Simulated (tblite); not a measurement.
C3H9GeS2 (charge -1).
Atom-mapped SMILES: `[CH3:1][GeH2:2][S:3][CH2:4][CH2:5][S-:6]` (hydrogens: H7, H8, H9 on C1; H10, H11 on Ge2; H12, H13 on C4; H14, H15 on C5)

Computed with GFN2-xTB (tblite), gas phase: L-BFGS steps from a force-field or distance-geometry start until the largest atomic force falls under 0.01 eV/Å.

Step 88: E = -534.9575 eV
```
atom  x, y, z in Å  |  force x, y, z in eV/Å
C1      2.4525    0.1600    0.1061   -0.034  -0.001  -0.009
Ge2     1.4058   -0.7724   -1.3004   -0.010   0.002   0.006
S3     -0.4972    0.1724   -1.7893   -0.007   0.028  -0.024
C4     -1.2748    0.0242   -0.0552    0.005  -0.010  -0.014
C5     -2.6168    0.6788    0.0597    0.028  -0.011  -0.001
S6     -3.0911    0.3428    1.7642    0.002   0.005   0.008
H7      3.4580   -0.2469    0.1713   -0.027   0.018   0.030
H8      2.5181    1.2239   -0.1108    0.016  -0.018  -0.014
H9      1.9645    0.0450    1.0707    0.034  -0.013   0.006
H10     2.2372   -0.8297   -2.5725    0.015  -0.012  -0.016
H11     1.2428   -2.2312   -0.8848    0.017   0.007  -0.013
H12    -0.5662    0.4832    0.6328   -0.034   0.010   0.022
H13    -1.3480   -1.0443    0.1434   -0.016   0.003   0.017
H14    -3.3372    0.2449   -0.6425    0.003  -0.024   0.007
H15    -2.5519    1.7572   -0.1201    0.009   0.015  -0.005
```

Step 89: E = -534.9579 eV
```
atom  x, y, z in Å  |  force x, y, z in eV/Å
C1      2.4481    0.1575    0.1080   -0.018   0.011   0.002
Ge2     1.4056   -0.7709   -1.3024    0.002  -0.009  -0.014
S3     -0.4995    0.1676   -1.7913   -0.020   0.035  -0.032
C4     -1.2726    0.0256   -0.0561   -0.010  -0.004  -0.002
C5     -2.6165    0.6768    0.0613    0.026   0.015  -0.025
S6     -3.0841    0.3486    1.7689    0.002   0.004   0.004
H7      3.4498   -0.2575    0.1819   -0.026   0.013   0.030
H8      2.5259    1.2198   -0.1125    0.009  -0.016  -0.015
H9      1.9533    0.0512    1.0702    0.031  -0.016   0.004
H10     2.2393   -0.8200   -2.5742    0.009  -0.011  -0.007
H11     1.2482   -2.2323   -0.8948    0.015   0.001  -0.008
H12    -0.5634    0.4892    0.6280   -0.032   0.014   0.027
H13    -1.3445   -1.0415    0.1491   -0.009  -0.008   0.014
H14    -3.3375    0.2388   -0.6380    0.002  -0.033   0.016
H15    -2.5564    1.7550   -0.1257    0.017   0.002   0.006
```

Step 90: E = -534.9583 eV
```
atom  x, y, z in Å  |  force x, y, z in eV/Å
C1      2.4429    0.1545    0.1100    0.007   0.020   0.014
Ge2     1.4054   -0.7692   -1.3050    0.012  -0.015  -0.038
S3     -0.5020    0.1631   -1.7941   -0.029   0.037  -0.032
C4     -1.2706    0.0273   -0.0571   -0.021   0.003   0.012
C5     -2.6163    0.6746    0.0625    0.019   0.037  -0.043
S6     -3.0753    0.3556    1.7740    0.002   0.004  -0.001
H7      3.4400   -0.2692    0.1947   -0.021   0.004   0.024
H8      2.5354    1.2147   -0.1144   -0.002  -0.009  -0.013
H9      1.9412    0.0576    1.0694    0.020  -0.013   0.004
H10     2.2423   -0.8093   -2.5765    0.001  -0.010   0.005
H11     1.2550   -2.2332   -0.9060    0.011  -0.006  -0.005
H12    -0.5618    0.4965    0.6232   -0.025   0.016   0.028
H13    -1.3405   -1.0382    0.1557    0.000  -0.020   0.007
H14    -3.3387    0.2308   -0.6319    0.004  -0.037   0.024
H15    -2.5614    1.7524   -0.1320    0.021  -0.011   0.012
```

Step 91: E = -534.9588 eV
```
atom  x, y, z in Å  |  force x, y, z in eV/Å
C1      2.4365    0.1507    0.1128    0.034   0.023   0.024
Ge2     1.4055   -0.7672   -1.3092    0.018  -0.014  -0.059
S3     -0.5055    0.1582   -1.7984   -0.028   0.030  -0.022
C4     -1.2687    0.0296   -0.0583   -0.025   0.010   0.024
C5     -2.6163    0.6721    0.0632    0.007   0.046  -0.047
S6     -3.0624    0.3661    1.7809    0.000   0.003  -0.005
H7      3.4266   -0.2854    0.2126   -0.013  -0.005   0.014
H8      2.5485    1.2078   -0.1172   -0.015  -0.003  -0.007
H9      1.9251    0.0653    1.0679    0.004  -0.004   0.004
H10     2.2467   -0.7946   -2.5795   -0.007  -0.010   0.015
H11     1.2644   -2.2343   -0.9206    0.006  -0.013  -0.002
H12    -0.5608    0.5065    0.6176   -0.018   0.017   0.023
H13    -1.3349   -1.0340    0.1640    0.009  -0.030  -0.003
H14    -3.3414    0.2185   -0.6225    0.010  -0.030   0.029
H15    -2.5676    1.7486   -0.1407    0.019  -0.020   0.011
```

Question: Estimate the geometry and energy of step 92. (The exact step hangs on the optimiser's Hessian estimate; all steps are aligned on step 91, rigid shifts and turns removed.)

Answer: E = -534.9594 eV, largest force 0.062 eV/Å
```
atom  x, y, z in Å  |  force x, y, z in eV/Å
C1      2.4306    0.1467    0.1162    0.045   0.015   0.022
Ge2     1.4058   -0.7646   -1.3143    0.015  -0.006  -0.060
S3     -0.5095    0.1545   -1.8029   -0.016   0.017  -0.007
C4     -1.2676    0.0319   -0.0589   -0.018   0.013   0.027
C5     -2.6170    0.6694    0.0629   -0.006   0.034  -0.029
S6     -3.0476    0.3801    1.7881   -0.003   0.002  -0.006
H7      3.4125   -0.3038    0.2318   -0.001  -0.009   0.002
H8      2.5627    1.1999   -0.1203   -0.022   0.000   0.005
H9      1.9089    0.0734    1.0665   -0.012   0.007   0.002
H10     2.2518   -0.7779   -2.5822   -0.010  -0.011   0.016
H11     1.2747   -2.2354   -0.9367    0.000  -0.018  -0.003
H12    -0.5608    0.5168    0.6125   -0.013   0.017   0.015
H13    -1.3291   -1.0302    0.1717    0.014  -0.032  -0.011
H14    -3.3455    0.2033   -0.6107    0.017  -0.015   0.027
H15    -2.5742    1.7438   -0.1513    0.012  -0.016   0.000
```

The energy changes by -0.0005 eV. The first-order estimate −F·Δx gives -0.0008 eV and the mean of the old and new forces, exact on a quadratic surface, -0.0005 eV. The step makes an angle of 85° with the force vector and moves no atom by more than 0.030 Å.

The cost below is that of the whole relaxation. Time: 1.1 s wall. Hardware: Arm Neoverse V1, one thread, shared host with 32 logical CPUs at a one-minute load of 5.1.
